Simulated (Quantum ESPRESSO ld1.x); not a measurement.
Task: Radial electron density D(r) = 4 pi r^2 rho(r) of an atom or ion with 3 electrons. Method: Dirac Kohn-Sham, relativistic LDA (MacDonald-Vosko exchange, VWN5 correlation), spin-unpolarised, spherical densities, point nucleus; computed with ld1.x of Quantum ESPRESSO 7.5.

```
   r/bohr * D(r) (the largest magnitude, 2.77, reaches the edge; | marks zero)
  0.03173 |  *
   0.0352 |  *
  0.03938 |   *
  0.04369 |    *
  0.04848 |     *
  0.05379 |      *
  0.06017 |        *
  0.06676 |         *
  0.07408 |           *
  0.08286 |             *
  0.09194 |                *
    0.102 |                  *
   0.1141 |                     *
   0.1266 |                         *
   0.1405 |                            *
   0.1571 |                                *
   0.1744 |                                    *
   0.1935 |                                       *
   0.2164 |                                           *
   0.2401 |                                               *
   0.2664 |                                                  *
    0.298 |                                                    *
   0.3307 |                                                      *
   0.3669 |                                                      *
   0.4104 |                                                     *
   0.4554 |                                                   *
   0.5053 |                                                *
   0.5607 |                                            *
   0.6271 |                                       *
   0.6959 |                                  *
   0.7721 |                            *
   0.8636 |                      *
   0.9583 |                 *
    1.063 |            *
    1.189 |        *
     1.32 |      *
    1.464 |    *
    1.638 |   *
    1.817 |   *
    2.017 |   *
    2.256 |   *
    2.503 |    *
    2.777 |    *
    3.106 |    *
    3.447 |    *
    3.824 |    *
    4.278 |   *
    4.746 |  *
    5.267 |  *
    5.844 | *
    6.536 |*
    7.253 |*
    8.048 *
    9.001 *
    9.988 *
    11.08 *
     12.4 *
    13.75 *
```

What is the nuclear charge?

Result: Z = 3. The innermost maximum, from 1s, lies near gamma/Z bohr with gamma = sqrt(1 - (Z/c)^2) = 1.000, here 0.333 bohr (found: 0.364), and its height grows with Z. The density is that of neutral lithium in [He] 2s1; the configuration itself is not fixed sharply by these data. D(r) has 2 maxima, at r = 0.364, 3.11 bohr, and minima at 1.83 bohr, inside which lie 2.05 electrons.
